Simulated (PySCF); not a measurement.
IK, triplet, at the geometry of the source list (a higher spin typed on purpose: for a closed-shell molecule this is an excited state) (core potentials on I), with bond 2-1 at 2.0 times its length. Base run: PySCF with B3LYP/def2-SV(P).

Here is a job for PySCF.
```python
from pyscf import gto, scf, dft

mol = gto.M(
    atom='''
K    -1.058900   -0.752200   -0.902200
I     3.176700    2.256600    2.706600
''',
    basis='def2-sv(p)',
    ecp={'I': 'def2-sv(p)'},
    charge=0,
    spin=2,
    verbose=4,
)

mf = dft.UKS(mol)
mf.xc = 'b3lyp'
mf.kernel()
```

Each row names what was changed in the base input (with any setting that the change needs).

```csv
change,ΔE vs base (µEh),SCF cycles,<S^2>,outcome
base,0.0,13,2.001,converged
diis_space = 2,-272,12,2.001,converged
level_shift = 0.1 (with mf.max_cycle = 100),-272,17,2.001,converged
diis_space = 4,0.0,14,2.001,converged
conv_tol = 1e-12,0.1,30,2.001,converged
diis = off; damp = 0.6 (with mf.diis_start_cycle = 200; with mf.max_cycle = 150),0.1,22,2.001,converged
DIIS = ADIIS,0.1,16,2.001,converged
diis = off; damp = 0.3 (with mf.diis_start_cycle = 200; with mf.max_cycle = 150),-,150,-,not converged
init_guess = sap,-,50,-,not converged
conv_tol = 1e-7,0.0,11,2.001,converged
level_shift = 1.0 (with mf.max_cycle = 100),-272,63,2.001,converged
conv_tol = 1e-11,0.1,29,2.001,converged
init_guess = mod_huckel,-268,6,2.001,converged
```

Open shells are given as the SCF converged; they aren't shown to be the lowest states, and a large step between rows can be another state.
